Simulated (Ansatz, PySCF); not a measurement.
Reaction R1 → P1 + P2, each structure at its B3LYP-D3(BJ)/def2-TZVP stationary point, reached from a drawn start (curvature not checked).
R1, H5W (SMILES [WH5]) (charge 0, multiplicity 2):
| atom | x (Å) | y (Å) | z (Å) |
|---|---|---|---|
| W | -0.2455 | -0.0017 | 0.0019 |
| H | 0.5647 | 0.0093 | 1.4891 |
| H | 0.5452 | -0.0020 | -1.4956 |
| H | 1.4331 | 0.0124 | -0.0099 |
| H | -1.1607 | 1.4554 | 0.0012 |
| H | -1.1369 | -1.4734 | 0.0133 |
P1, H4W (SMILES [WH4]) (charge 0, multiplicity 3):
```xyz
5

W      0.0000     0.0000     0.0000
H      0.9941     0.9744     0.9940
H      0.9810    -0.9932    -0.9886
H     -0.9755     1.0006    -0.9866
H     -0.9995    -0.9819     0.9813
```
P2: H atom, charge 0, multiplicity 2.

```csv
level,reaction energy (kJ/mol),cost
HF/def2-SVP,85.8,-
HF/def2-TZVPP,94.2,-
HF/def2-QZVPP,94.5,-
SVWN5/def2-TZVPP,304.7,×0.6
PBE/def2-TZVPP,248.9,×1
BLYP/def2-TZVPP,247.4,×1
revPBE/def2-TZVPP,238.7,×0.9
r2SCAN/def2-TZVPP,237.0,×2
B97M-V/def2-TZVPP,233.4,×3
B3LYP/def2-TZVPP,240.6,×1
PBE0/def2-TZVPP,232.9,×1
BHLYP/def2-TZVPP,216.7,×1
M06-2X/def2-TZVPP,223.2,-
CAM-B3LYP/def2-TZVPP,237.5,×1
wB97X-V/def2-TZVPP,241.7,×3
wB97M-V/def2-TZVPP,238.7,×3
B2PLYP/def2-TZVPP,237.2,×2
MP2/def2-SVP,208.1,-
MP2/def2-TZVPP,231.1,-
MP2/def2-QZVPP,236.4,-
"MP2/CBS(def2-TZVPP, def2-QZVPP)",240.1,-
SCS-MP2/def2-SVP,216.1,-
SCS-MP2/def2-TZVPP,241.8,-
SCS-MP2/def2-QZVPP,247.9,-
CCSD/def2-SVP,209.7,-
CCSD/def2-TZVPP,226.7,-
CCSD/def2-QZVPP,230.2,-
CCSD(T)/def2-SVP,216.8,×0.8
CCSD(T)/def2-TZVPP,236.5,×6
CCSD(T)/def2-QZVPP,240.6,×200*
"CCSD(T)/CBS(def2-TZVPP, def2-QZVPP)",243.4,×200*
```

P less R. No zero-point or thermal terms; open shells are unrestricted; no spin–orbit coupling. The spin states of the d-block species are the ones drawn and need not be the lowest.

Cores are frozen in the correlated methods. CBS(a, b) extrapolates the correlation energy as X⁻³ and adds the Hartree–Fock energy of set b.

Programs: Ansatz (a quantum-chemistry and plane-wave program) with Gaussian orbitals; PySCF for M06-2X. No computed number here is a measurement. Elements past Kr take the def2 small-core potentials, without spin–orbit coupling.

Costs are rough ratios of core time to PBE/def2-TZVPP (about 7 s over the structures, on one shared machine); a dash marks a level with no comparable run of its own. A star marks coupled-cluster runs past 200 virtual orbitals, where the program's memory plan changes under this machine's limit, so their costs aren't comparable with smaller runs.
